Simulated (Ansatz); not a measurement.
Reactions of `FC=C(I)I`.

Computed with Ansatz on PBE0-D4/def2-TZVP structures; ΔE is electronic, products minus reactants. CBS: MP2 limit from def2 TZ/QZ plus the TZ coupled-cluster correction, frozen cores. This one scheme is used for every species, atoms too. For atomizations the MP2-based limit and the directly extrapolated one differ by several kJ/mol either way, and by 10 to 25 for some Ge, Se and Sn compounds, so smaller differences from it don't rank the levels. Double bonds are as drawn, so ΔE can hold a change between cis and trans. Functionals use def2-TZVPP. No spin–orbit coupling; open shells (•) take unrestricted orbitals. Spin–orbit coupling would lower the free atoms: a little for C, F; strongly for I. def2 core potentials past Kr. Bonds to I are less sure, by a few kJ/mol each and by 10 to 20 or more in all where they break to atoms, as the def2 sets lack core-valence functions.

| reaction | CCSD(T)/CBS(def2) (kJ/mol) |
| --- | --- |
| `FC=C(I)I` + CH₄ → `C/C(I)=C\F` + HI | -20 |
| `FC=C(I)I` + H₂ → `F/C=C\I` + HI | -72 |
| `FC=C(I)I` → `F/C(I)=C\I` | ? |
| `FC=C(I)I` → 2 C• + F• + H• + 2 I• | 2019 |

(1) Fill in the missing values. (An estimate is asked.)

Largest T1 diagnostic: 0.011, for `F/C=C\I`.

Results:

(1) Ansatz gave: `FC=C(I)I` → `F/C(I)=C\I`: -2.0 kJ/mol.
